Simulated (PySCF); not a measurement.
**Electric field gradients and quadrupole coupling constants**

H₁₁NOSi₄.
Geometry (GFN2-xTB, Å), atoms numbered from 1 in this order:
```xyz
17
H11NOSi4 angstrom
N      0.2532    0.0631    1.9178
Si    -0.3305    0.1587    0.2827
Si    -1.7040   -1.6866    0.0047
Si    -1.0275    2.2692   -0.4082
O      1.0302   -0.0537   -0.6151
Si     2.4523   -0.7335   -0.9492
H     -0.3799    0.2105    2.6864
H      1.1497    0.4719    2.1324
H     -1.4810   -2.8306    0.8984
H     -1.6577   -2.2387   -1.3553
H     -3.1033   -1.2872    0.2240
H     -1.5888    3.0437    0.7121
H     -0.0071    3.1454   -0.9989
H     -2.1094    2.1833   -1.3988
H      2.2090   -2.0997   -1.4103
H      3.0090    0.1258   -1.9913
H      3.2788   -0.7294    0.2586
```

Field gradients from the PBE0/pcSseg-1 density (PySCF, non-relativistic), principal values in atomic units, ordered |Vxx| ≤ |Vyy| ≤ |Vzz|:

```csv
atom,Vxx,Vyy,Vzz
N1,0.3184,0.6204,-0.9387
O5,-0.5246,-0.5951,1.1197
```

Task: Find the asymmetry η = (Vxx − Vyy)/Vzz and the couplings χ = eQV/h (234.96 MHz × Q in barn × V in au), with Q(14N) = 0.02044 b, Q(17O) = −0.0256 b.

Result: 
| atom | environment | nucleus | η | χzz (MHz) | χxx (MHz) | χyy (MHz) |
| --- | --- | --- | --- | --- | --- | --- |
| N1 | silicon-bound nitrogen | 14N | 0.32 | -4.508 | 1.529 | 2.980 |
| O5 | siloxane oxygen | 17O | 0.06 | -6.74 | 3.16 | 3.58 |

Task: What is Vzz at O5 in SI units (1 au = 9.71736 × 10²¹ V/m²)?

Result: 1.1197 au = 10.881 × 10²¹ V/m².

Task: What couplings would deuterons (Q(2H) = 0.00286 b) have in place of the hydrogens, at this geometry?

Result: 
| atom | bonded to | bond length (Å) | Vzz (au) | η | χzz (kHz) |
| --- | --- | --- | --- | --- | --- |
| H7 | N1 | 1.007 | 0.4312 | 0.17 | 290 |
| H8 | N1 | 1.008 | 0.4268 | 0.16 | 287 |
| H9 | Si3 | 1.469 | 0.1620 | 0.01 | 109 |
| H10 | Si3 | 1.468 | 0.1620 | 0.01 | 109 |
| H11 | Si3 | 1.472 | 0.1595 | 0.00 | 107 |
| H12 | Si4 | 1.473 | 0.1588 | 0.01 | 107 |
| H13 | Si4 | 1.469 | 0.1621 | 0.01 | 109 |
| H14 | Si4 | 1.469 | 0.1611 | 0.01 | 108 |
| H15 | Si6 | 1.462 | 0.1600 | 0.03 | 108 |
| H16 | Si6 | 1.461 | 0.1615 | 0.02 | 108 |
| H17 | Si6 | 1.464 | 0.1595 | 0.04 | 107 |

Geometry: GFN2-xTB, one conformer, isolated molecule. GFN2-xTB bond lengths can be off by several hundredths of an ångström, more for odd bonds, and the gradients follow them. The small basis limits the accuracy of the gradients.
